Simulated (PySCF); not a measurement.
GeH2, SMILES [GeH2] (connectivity only; charge and spin as stated), neutral, multiplicity 1. Atoms are numbered in the order given.

```xyz
3

Ge     0.0000     0.0000     0.0670
H      0.0000    -1.1382    -1.0718
H      0.0000     1.1382    -1.0718
```
Charge 0, spin multiplicity 1.

Geometry optimised at PBE-D3(BJ)/def2-TZVPD. The isomer is the one that the SMILES or the coordinates give; other isomers of the formula were not compared.

Computed with PBE-D3(BJ)/def2-TZVPD in PySCF.

Frequencies are harmonic and unscaled.

```
mode  ν (cm⁻¹)  IR (km/mol)  moving atoms (share of kinetic energy)
----  --------  -----------  --------------------------------------
1          898         49.8                                  H 99 %
2         1844        297.4                                  H 99 %
3         1857        326.6                                  H 99 %
```
